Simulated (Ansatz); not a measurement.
CdO, multiplicity 3 (lowest of 2S+1 = 1, 3 at CCSD(T)/def2-TZVPP on PBE0 minima; our sources give no spin for the ground state, which may be another), most abundant isotopes (113.9034 and 15.9949 u). Constants from fifth-degree fits in 1/R to seven points on the lowest solution found; no spin–orbit coupling, no relativity up to Kr; ω_e x_e and α_e move by some per cent with the fit.

Correlated levels freeze the inner cores; with def2 sets outer-core shells near the valence are correlated too.

Run with Ansatz (a program for electronic structure) with Gaussian orbitals. Each number belongs to the level named beside it. In def2 rows elements past Kr take small-core potentials, without spin–orbit coupling.

```
level               r_e (Å)  ω_e (cm⁻¹)  ω_e x_e (cm⁻¹)  α_e (cm⁻¹)
------------------  -------  ----------  --------------  ----------
PBE/def2-TZVPP       2.1199       387.8            4.32     0.00332
CCSD(T)/def2-TZVPP   2.0755       444.5            4.83     0.00318
```

Task: Derive the rotational constants, the centrifugal constant, the fundamental, the zero-point energy and the force constant.

Result: 
μ = 14.02539 u.
- PBE/def2-TZVPP: B_e = 16.8576/(μ r_e²) = 0.26744 cm⁻¹; B₀ = B_e − α_e/2 = 0.26579 cm⁻¹; D = 4B_e³/ω_e² = 5.09e-07 cm⁻¹; fundamental ω_e − 2ω_e x_e = 379 cm⁻¹; zero-point energy ω_e/2 − ω_e x_e/4 = 193 cm⁻¹; k = μ(2πcω_e)² = 124 N/m
- CCSD(T)/def2-TZVPP: B_e = 16.8576/(μ r_e²) = 0.27903 cm⁻¹; B₀ = B_e − α_e/2 = 0.27744 cm⁻¹; D = 4B_e³/ω_e² = 4.40e-07 cm⁻¹; fundamental ω_e − 2ω_e x_e = 435 cm⁻¹; zero-point energy ω_e/2 − ω_e x_e/4 = 221 cm⁻¹; k = μ(2πcω_e)² = 163 N/m
